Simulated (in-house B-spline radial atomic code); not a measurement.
Radial electron density of the praseodymium ion Pr²⁺, [Xe] 4f3. Computed with a radial B-spline atomic code at the basis-set limit: scalar-relativistic (X2C) r2SCAN0, spin-polarised, spherical fractional occupations, exact exchange averaged over the configuration, Fermi nucleus of rms radius 4.8919 fm.

One-electron X2C: radii and densities carry no picture-change correction, so inner-shell <1/r> comes out high (for 1s by about 2 % at Z = 33, 5 % at 54, 10 % at 75, 30 % at 118) and <r> low.

Columns: r (bohr), 4πr²n(r) (electrons per bohr), bar.

```
0.000634    2.246 #
0.000781    3.092 #
0.000963    4.249 ##
 0.00119    5.831 ###
 0.00146    7.875 ###
  0.0018    10.64 #####
 0.00222    14.27 ######
 0.00273    18.85 ########
 0.00337    24.72 ###########
 0.00415     31.8 ##############
 0.00511     40.1 #################
  0.0063     49.4 #####################
 0.00776    59.02 #########################
 0.00957    68.04 #############################
  0.0118    75.05 ################################
  0.0145    78.68 ##################################
  0.0179    78.25 ##################################
  0.0221    74.26 ################################
  0.0272    69.45 ##############################
  0.0335    67.91 #############################
  0.0413    73.37 ################################
  0.0508    85.44 #####################################
  0.0626    98.19 ##########################################
  0.0772    102.1 ############################################
  0.0951    93.13 ########################################
   0.117    79.39 ##################################
   0.144    75.14 ################################
   0.178     83.8 ####################################
   0.219    88.23 ######################################
    0.27    72.37 ###############################
   0.333    45.77 ####################
    0.41    32.65 ##############
   0.505    36.39 ################
   0.622    38.32 #################
   0.767     28.9 ############
   0.945    17.08 #######
    1.16    10.96 #####
    1.43    8.651 ####
    1.77    6.268 ###
    2.18    3.418 #
    2.68    1.313 #
    3.31   0.3283 
    4.07  0.05507 
    5.02 0.005966 
    6.19 0.0004656
```

On this grid the curve has 4 maxima, near 0.0145, 0.0772, 0.219, 0.622 bohr.

The 4f up radial function P(r) = rR(r), positive near the nucleus:

```tsv
r (bohr)	P
0.0335	0.001322
0.0508	0.005458
0.0772	0.02064
0.117	0.06795
0.178	0.1903
0.27	0.4251
0.41	0.7334
0.622	0.9383
0.945	0.8736
1.43	0.6194
2.18	0.3335
3.31	0.1291
5.02	0.02988
```
